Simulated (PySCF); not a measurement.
Molfile (atoms numbered from 1):
```
FH7Si3
     RDKit          3D

 11 10  0  0  0  0  0  0  0  0999 V2000
   -0.1666   -2.1927   -0.7659 F   0  0  0  0  0  0  0  0  0  0  0  0
    0.1244   -0.5799   -0.7593 Si  0  0  0  0  0  4  0  0  0  0  0  0
   -1.8701    0.5529   -0.2674 Si  0  0  0  0  0  4  0  0  0  0  0  0
    1.7833   -0.0978    0.8293 Si  0  0  0  0  0  4  0  0  0  0  0  0
    0.6033   -0.1969   -2.1243 H   0  0  0  0  0  0  0  0  0  0  0  0
   -2.9261    0.2682   -1.2855 H   0  0  0  0  0  0  0  0  0  0  0  0
   -1.5781    2.0208   -0.2576 H   0  0  0  0  0  0  0  0  0  0  0  0
   -2.3652    0.1487    1.0837 H   0  0  0  0  0  0  0  0  0  0  0  0
    3.0678   -0.7913    0.5097 H   0  0  0  0  0  0  0  0  0  0  0  0
    2.0081    1.3819    0.8217 H   0  0  0  0  0  0  0  0  0  0  0  0
    1.3245   -0.5110    2.1904 H   0  0  0  0  0  0  0  0  0  0  0  0
  1  2  1  0
  2  3  1  0
  2  4  1  0
  2  5  1  0
  3  6  1  0
  3  7  1  0
  3  8  1  0
  4  9  1  0
  4 10  1  0
  4 11  1  0
M  END
```

[PySCF 2.14: shieldings: GIAO B97-2/pcSseg-2; geometry from PBE0-D3(BJ)/def2-SVP; no solvent; single conformer; averaged over atoms made equivalent by symmetry, fast rotation or ring inversion; no relativistic terms]

Shifts are taken against calculated references (same method and geometry level): TMS for 1H (σref 31.36), 29Si (σref 347.59); 19F (σref 177.41) against CFCl3.

```csv
atoms,nucleus,count,δ (ppm)
H6/H7/H8/H9/H10/H11,1H,6,3.60
Si3/Si4,29Si,2,-106.0
Si2,29Si,1,?
F1,19F,1,-247.3
H5,1H,1,?
```

Task: Complete the table.

Result: 
- H5: 6.14 ppm, hydrogen on a silicon bonded to F, 2 Si
- Si2: 17.1 ppm, silicon bonded to F, 2 Si, H

Unscaled 19F shifts against computed CFCl3 carry errors that often reach 10 to 50 ppm.
